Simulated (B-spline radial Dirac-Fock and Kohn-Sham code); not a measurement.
## The Zn-like isoelectronic sequence (30 electrons), Z = 61 to 76

Model: relaxed Dirac-Fock hole states (ΔSCF) with Breit and QED corrections and a finite nucleus. Program: a radial B-spline solver. Binding energies in eV, tabulated ground configurations ([Ar] 3d10 4s2 throughout). No correlation.

| ion | 3s | 3p1/2 | 3d3/2 | 3d5/2 | outermost level | NIST ionisation energy |
| --- | --- | --- | --- | --- | --- | --- |
| Pm³¹⁺ | 2754.1 | 2576.7 | 2163.2 | 2138.0 | 1261.1 (4s) | 1261 ± 4 |
| Sm³²⁺ | 2895.4 | 2713.3 | 2282.9 | 2255.4 | 1332.3 (4s) | 1332 ± 4 |
| Eu³³⁺ | 3040.6 | 2853.7 | 2405.7 | 2375.9 | 1405.7 (4s) | 1406 ± 5 |
| Gd³⁴⁺ | ? | ? | ? | ? | ? | ? |
| Tb³⁵⁺ | 3342.8 | 3146.1 | 2660.8 | 2626.0 | 1558.5 (4s) | 1559 ± 5 |
| Dy³⁶⁺ | 3499.8 | 3298.2 | 2793.2 | 2755.6 | 1638.0 (4s) | 1638 ± 5 |
| Ho³⁷⁺ | 3660.9 | 3454.3 | 2928.7 | 2888.2 | 1719.6 (4s) | 1719 ± 4 |
| Er³⁸⁺ | 3826.1 | 3614.4 | 3067.4 | 3023.8 | 1803.4 (4s) | 1803 ± 4 |
| Tm³⁹⁺ | 3995.4 | 3778.7 | 3209.3 | 3162.4 | 1889.2 (4s) | 1889 ± 4 |
| Yb⁴⁰⁺ | 4168.9 | 3947.0 | 3354.4 | 3304.0 | 1977.3 (4s) | 1978 ± 4 |
| Lu⁴¹⁺ | 4346.7 | 4119.5 | 3502.7 | 3448.7 | 2067.5 (4s) | 2067 ± 4 |
| Hf⁴²⁺ | 4528.7 | 4296.2 | 3654.3 | 3596.4 | 2159.9 (4s) | 2159 ± 4 |
| Ta⁴³⁺ | 4715.1 | 4477.3 | 3809.0 | 3747.1 | 2254.6 (4s) | 2254 ± 4 |
| W⁴⁴⁺ | 4905.9 | 4662.7 | 3967.0 | 3900.8 | 2351.5 (4s) | 2354.5 ± 1.4 |
| Re⁴⁵⁺ | 5101.1 | 4852.4 | 4128.3 | 4057.6 | 2450.6 (4s) | 2450 ± 4 |
| Os⁴⁶⁺ | 5300.9 | 5046.7 | 4292.7 | 4217.4 | 2552.1 (4s) | 2552 ± 4 |

Task: Fill in the row of Gd³⁴⁺.

Result: 3s 3189.7, 3p1/2 2998.0, 3d3/2 2531.7, 3d5/2 2499.5, outermost 1481.0 (4s), NIST 1481 ± 5 eV.

NIST's values are for the lowest levels; a dash marks a value that is missing or belongs to another shell. Their kind here: semi-empirical, theoretical. 

Values without a named source are computed, but for edge energies of neutral atoms, which are taken from tables.
